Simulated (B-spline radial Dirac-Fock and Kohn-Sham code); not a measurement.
# The M5 (3d5/2) hole of thallium ions: width and yield against charge

Level of theory: independent-particle rates on relativistic LDA orbitals of the hole state (multipoles up to L = 3, Coulomb Auger matrix elements, transition energies from Dirac-Fock); a radial atomic solver. Tabulated ground configurations, configuration averages; single configurations, so decays that open only by mixing (as 1s 2s² with 1s 2p² in Be-like ions) are missing and such tiny yields are far too low.

| ion | configuration | radiative (eV) | non-radiative (eV) | yield |
| --- | --- | --- | --- | --- |
| Tl | [Xe] 4f14 5d10 6s2 6p1 | 0.0703 | 2.50 | 0.0274 |
| Tl⁺ | [Xe] 4f14 5d10 6s2 | 0.0703 | 2.50 | 0.0274 |
| Tl²⁺ | [Xe] 4f14 5d10 6s1 | 0.0703 | 2.50 | 0.0274 |
| Tl³⁺ | [Xe] 4f14 5d10 | 0.0704 | 2.50 | 0.0273 |
| Tl⁶⁺ | [Xe] 4f14 5d7 | 0.0707 | 2.49 | 0.0276 |
| Tl⁷⁺ | [Xe] 4f14 5d6 | 0.0709 | 2.48 | 0.0278 |

Values without a named source are computed, but for edge energies of neutral atoms, which are taken from tables.
